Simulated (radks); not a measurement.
Question: All-electron calculation, scalar-relativistic Kohn-Sham, exchange-only LDA, spin-unpolarised, spherical densities, finite nucleus; Fermi nuclear charge, rms radius of each element as measured or else 0.836 A^(1/3) + 0.57 fm. Program: a radial shooting solver on a logarithmic mesh with Libxc functionals. Response by self-consistent Sternheimer equations with the Hartree and adiabatic exchange-only LDA kernel, the relativistic mass of each level held fixed and spin-orbit coupling left out. For heavy and open-shell atoms this level of theory can miss by tens of per cent. Rank Tl+, V+, Co, K+, W (NIST ground configurations) by static dipole polarisability, largest first.

Answer: W 71.07, Co 52.26, V+ 24.75, Tl+ 20.01, K+ 5.918 bohr^3.
